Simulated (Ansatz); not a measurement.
Program: Ansatz. Geometries: PBE0-D4/def2-TZVP. ΔE: electronic, gas phase. CBS: MP2 limit from def2 TZ/QZ plus the TZ coupled-cluster correction, frozen cores. This one scheme is used for every species. Functionals use def2-TZVPP. B3LYP here is the variant with VWN-RPA as its local correlation; programs differ in this. For Ge outer-core shells are correlated without core-valence functions, which leaves a few kJ/mol of doubt a bond. Scalar relativity is left out up to krypton. Each species was taken in one conformer, which may not be the lowest.

`CC[O][GeH]([CH3])[F]` → `[CH3][GeH]([OH])[F]` + `C=C`  (alkene loss)

`CC[O][GeH]([CH3])[F]`:

Cartesian coordinates in Å:
```
C 1.648 1.998 0.413
C 1.126 0.888 -0.465
O 0.129 0.172 0.245
Ge -0.838 -1.047 -0.580
C -2.058 -1.787 0.710
F 0.261 -2.309 -1.078
H 2.071 1.589 1.333
H 0.844 2.687 0.681
H 2.427 2.561 -0.107
H 0.711 1.305 -1.394
H 1.942 0.212 -0.747
H -1.400 -0.482 -1.896
H -2.612 -2.617 0.272
H -1.489 -2.148 1.568
H -2.760 -1.022 1.044
```

`[CH3][GeH]([OH])[F]`:

Z-matrix (Å, degrees):
```
C
Ge 1 1.923
H 1 1.090 2 108.9
H 1 1.091 2 110.1 3 -119.5
H 1 1.090 2 110.2 3 119.9
O 2 1.766 1 107.0 3 53.9
F 2 1.745 1 108.4 3 -60.9
H 2 1.538 1 118.4 3 -179.5
H 6 0.960 2 113.6 1 -179.3
```

`C=C`:

Z-matrix (Å, degrees):
```
C
C 1 1.323
H 1 1.085 2 121.7
H 1 1.085 2 121.7 3 -180.0
H 2 1.085 1 121.7 3 -0.0
H 2 1.085 1 121.7 3 -180.0
```

| level | ΔE (kJ/mol) |
| --- | --- |
| PBE-D4 | 74.9 |
| B3LYP-D4 | 64.7 |
| ωB97X-V | 81.7 |
| ωB97M-V | 70.5 |
| PBE | 66.5 |
| PBE0 | 75.3 |
| CCSD/def2-TZVPP | 65.2 |
| MP2/def2-QZVPP | 70.4 |

Q: What does CCSD(T)/CBS give? (Best estimate.)

A: The calculation gave: +64.7 kJ/mol. The listed levels differ from it by 10.2, 0.0, 17.0, 5.8, 1.8, 10.6, 0.5, 5.7 kJ/mol.

Largest T1 diagnostic among the species: 0.011.

In def2-TZVPP, CCSD(T) changes the Hartree–Fock value by +16.7 kJ/mol (the triples alone add +0.6 kJ/mol) and MP2 by +22.1 kJ/mol. From PBE to PBE0 (25 % exact exchange), in def2-TZVPP and without D4, ΔE moves by +8.8 kJ/mol. The D4 term adds +13.0 kJ/mol with B3LYP and +7.4 kJ/mol with PBE0; it sums over pairs of atoms, weighted by their polarisabilities, and B3LYP, whose exchange is more repulsive, gets the larger term.
